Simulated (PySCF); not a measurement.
SMILES C/C=C\B(O)O, singlet at its GFN2-xTB optimised geometry (Å):

```
13

C      2.0974     0.1237    -0.0012
C      1.2233    -1.0803     0.0000
C     -0.1088    -1.0803     0.0000
B     -1.0942     0.1436     0.0000
O     -2.4498    -0.0462    -0.0102
O     -0.6672     1.4285     0.0117
H      2.7398     0.1129    -0.8819
H      2.7448     0.1115     0.8757
H      1.5016     1.0291     0.0012
H      1.7581    -2.0257    -0.0006
H     -0.5881    -2.0567     0.0002
H     -2.7448    -0.9547    -0.0188
H     -1.3912     2.0567     0.0117
```

Calculation: CAM-B3LYP/def2-TZVP in PySCF. Cells within 0.4 Å of a nucleus heavier than hydrogen are left out (blank, or x).

Map of the Laplacian of the electron density (e/bohr⁵), clipped to [-1.50, 1.50] on the plane z = 0.0 Å:

```
|7777777777777777777777777|
|7777777777777777777777777|
|7777777777777777777777777|
|7777777777777777777777777|
|7777777777777777777777777|
|7777777777777777777777777|
|7777777777777777777777777|
|7777777760998777777777777|
|7777777775xx9777777777777|
|7777777789xx9777577777777|
|7777778887598776068777777|
|777779597xx877773x7777777|
|777785xx6xx677786x9777777|
|777788x887557886358777777|
|77777138777xx44x377777777|
|77777777777xx35x587777777|
|7777777777626884277777777|
|7777777777407777077777777|
|7777777777777777777777777|
|7777777777777777777777777|
|7777777777777777777777777|
|7777777777777777777777777|
|7777777777777777777777777|
|7777777777777777777777777|
|7777777777777777777777777|
```
Scale: ten equal steps from -1.50 (start of '0') to 0.593 (end of '9'), in the order '0123456789'; x runs from -5.00 to 5.00, y from -5.00 (bottom) to 5.00 (top).
